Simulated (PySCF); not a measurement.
# Correlation energy of Br²⁵⁺ (bromine, charge +25)

Starting occupation: [Ne]. All numbers are calculated (PySCF 2.14, X2C-1e with screened-nucleus spin-orbit coupling, Gaussian nucleus, in an even-tempered Gaussian basis (18 s from 1.8 bohr⁻², ratio 2.6; 13 p from 2.3 bohr⁻², ratio 2.6; 6 d from 2.4 bohr⁻², ratio 2.8; 3 f from 64 bohr⁻², ratio 2.8)). Frozen: 1s2; 8 electrons correlated; the 56 highest virtual spinors left out.

MP2 pair energies summed by pair of shells (mhartree):

```
       pair  energy  share (%)
2p1/2-2p3/2  -98.16       33.5
2p3/2-2p3/2  -93.48       31.9
2p3/2-2s1/2  -44.82       15.3
2p1/2-2s1/2  -22.67        7.7
2p1/2-2p1/2  -22.50        7.7
2s1/2-2s1/2  -11.63        4.0
```

Total MP2 correlation energy: -293.26 mhartree.

The virtual space was cut to 44 spinors, which keep -225.40 of the -293.26 mhartree of MP2 correlation.

```tsv
level	correlation energy (mhartree)
CCSD	-227.01
(T)	-0.05
CCSD(T)	-227.06
```

Diagnostics: T1 = 0.00010, largest double amplitude 0.004.

Cost of the coupled-cluster step: of the order of 11 core-seconds, for 8 occupied and 44 virtual spinors.

Iterations:

```
Init t2, MP2 energy = -0.225404472308489
CCSD nocc = 8, nmo = 52
Init t2, MP2 energy = -0.225404472308489
Init E_corr(GCCSD) = -0.225404472308489
cycle = 1  E_corr(GCCSD) = -0.226951514690978  dE = -0.00154704238  norm(t1,t2) = 0.000572206
cycle = 2  E_corr(GCCSD) = -0.227003377141981  dE = -5.1862451e-05  norm(t1,t2) = 2.77598e-05
cycle = 3  E_corr(GCCSD) = -0.227005548478388  dE = -2.17133641e-06  norm(t1,t2) = 1.70183e-06
cycle = 4  E_corr(GCCSD) = -0.227005535279214  dE = 1.3199174e-08  norm(t1,t2) = 1.57176e-08
cycle = 5  E_corr(GCCSD) = -0.22700553508759  dE = 1.91624272e-10  norm(t1,t2) = 4.70071e-10
GCCSD converged
E(GCCSD) = -2189.150824249075  E_corr = -0.2270055350875901
```

The coupled-cluster values are those of the cut space; adding the MP2 remainder, -67.86 mhartree, estimates the full space.

At this charge the one-electron X2C treatment keeps the bare 1/r₁₂, with no two-electron picture change or Breit term. The effect here is smaller than on the frozen 1s shell.
